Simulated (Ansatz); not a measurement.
Calculated with Ansatz (gas phase, PBE0-D4/def2-TZVP geometries, no zero-point term in ΔE). CBS: MP2 limit from def2 TZ/QZ plus the TZ coupled-cluster correction, frozen cores. DFT in def2-TZVPP. B3LYP here is the variant with VWN-RPA as its local correlation; programs differ in this. For Br outer-core shells are correlated without core-valence functions, which leaves a few kJ/mol of doubt a bond. Scalar relativity is left out up to krypton. One conformer a species, not always the lowest.

`CO[Si@H](Cl)[Si@H](O)Cl` + HBr → `O[SiH](Cl)Br` + `CO[SiH2]Cl`  (cleavage of the Si–Si bond)

(1) Is it downhill or uphill in electronic energy at CCSD(T)/CBS, and by how much? (Best estimate.)

(2) What do these levels give: PBE-D4, r2SCAN-D4, PBE0-D4, B3LYP-D4, MP2/CBS(def2), CCSD/CBS(def2)? (An estimate is asked.)

Largest T1 diagnostic among the species: 0.011.

Answers

(1) The calculation gave: Downhill: ΔE = -111.0 kJ/mol.

(2) Computed: PBE-D4 -92.4, r2SCAN-D4 -107.5, PBE0-D4 -100.1, B3LYP-D4 -101.8, MP2/CBS(def2) -121.8, CCSD/CBS(def2) -113.6 kJ/mol.

The D4 term adds +7.2 kJ/mol with B3LYP and +4.9 kJ/mol with PBE0; it sums over pairs of atoms, weighted by their polarisabilities, and B3LYP, whose exchange is more repulsive, gets the larger term. From PBE to PBE0 (25 % exact exchange), in def2-TZVPP and without D4, ΔE moves by −7.6 kJ/mol. In def2-TZVPP, CCSD(T) changes the Hartree–Fock value by +20.8 kJ/mol (the triples alone add +2.6 kJ/mol) and MP2 by +10.0 kJ/mol.
